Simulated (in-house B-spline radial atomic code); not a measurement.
A calculation on neutral barium (an excited or competing configuration): its settings, and results tabulated from the run. Method: Dirac-Hartree-Fock, average of configuration, Fermi nucleus of rms radius 4.8378 fm. Calculated with a B-spline radial code for spherical atoms.

Command:
```bash
python run_scf.py task.json out
```
Settings (nuclear radius in fm, mass in u):
```
Z                56
configuration    [Kr] 4d9 5s2 5p6 6s1 7g1 8f1
hamiltonian      dirac
method           hf
spin_polarised   False
nucleus          fermi
rms_radius       4.8378
atomic_mass      137.90525
speed_of_light   137.035999084
```

Output (hartree, bohr):
```
 radial grid: 94 intervals, B-splines of order 8, outer radius 245.7 bohr

 iter        energy (Eh)    residual
    1       -8124.879031    6.08e-01
    2       -8130.226264    2.32e-01
    3       -8131.567030    5.73e-02
    4       -8131.674117    1.90e-02
    5       -8131.684243    7.61e-03
    6       -8131.685714    5.94e-04
    7       -8131.685731    1.91e-04
    8       -8131.685732    1.73e-05
    9       -8131.685732    1.44e-06
   10       -8131.685732    1.33e-07

 total energy                     -8131.68573
 kinetic                            8680.7171
 electron-nucleus                 -19731.1202
 electron-electron                  2918.7173

 first-order corrections (not in the total)
   Gaunt                             7.3117
   retardation                      -0.7591
   frequency dependence             -0.0785
   self-energy                       5.0031
   Uehling                          -0.7153
   Wichmann-Kroll                    0.0180
   recoil                            0.0215

 orbital      occ     eigenvalue          <r>       <r^2>       <1/r>       r_max    small
 1s1/2      2.000     -1384.8535    0.0255748 0.000888181     60.6975     0.01643  4.28e-02
 2s1/2      2.000      -223.6145     0.109162   0.0141203     14.2732     0.09291  9.27e-03
 2p1/2      2.000      -210.1229     0.092027   0.0104327     14.2154     0.07116  9.26e-03
 2p3/2      4.000      -196.0456     0.097977   0.0116961     12.9823     0.07619  8.74e-03
 3s1/2      2.000       -49.6579     0.290183   0.0963483      5.1483      0.2657  2.82e-03
 3p1/2      2.000       -43.9635     0.280548   0.0914457     5.04946      0.2528  2.75e-03
 3p3/2      4.000       -41.1722     0.292119   0.0989489     4.74695      0.2636  2.62e-03
 3d3/2      4.000       -31.3019     0.263768   0.0821534     4.59009      0.2133  2.48e-03
 3d5/2      6.000       -30.7155      0.26744    0.084316     4.51252      0.2164  2.44e-03
 4s1/2      2.000       -11.1468     0.669619    0.504973     2.10214      0.6227  8.36e-04
 4p1/2      2.000        -8.9648     0.692368    0.543978     1.99717      0.6352  7.73e-04
 4p3/2      4.000        -8.3699     0.717063    0.583292     1.90518      0.6578  7.34e-04
 4d3/2      3.600        -4.7821     0.782342    0.708152     1.68699      0.6867  5.99e-04
 4d5/2      5.400        -4.6788     0.791567    0.724725     1.66301      0.6946  5.87e-04
 5s1/2      2.000        -2.2430      1.59116     2.83256    0.824912       1.443  1.82e-04
 5p1/2      2.000        -1.5523        1.762     3.49321    0.739261        1.57  1.51e-04
 5p3/2      4.000        -1.4560      1.82869     3.76192    0.707547       1.628  1.40e-04
 6s1/2      1.000        -0.5391      3.87109      16.617    0.323919       3.547  3.39e-05
 7g7/2      0.444        -0.0175      37.3784     1565.23   0.0343144       39.34  7.66e-07
 7g9/2      0.556        -0.0175      37.3839     1565.65   0.0343083       39.35  7.66e-07
 8f5/2      0.429        -0.0173      39.8954     1791.83    0.037124       42.76  1.72e-06
 8f7/2      0.571        -0.0173      39.9405     1795.96   0.0371852       42.81  1.75e-06
```

Run time, properties included: 10 s on 1 thread of Arm Neoverse V2, on a shared host.

For the Dirac Hamiltonian the kinetic term is c α·p + (β - 1)c².
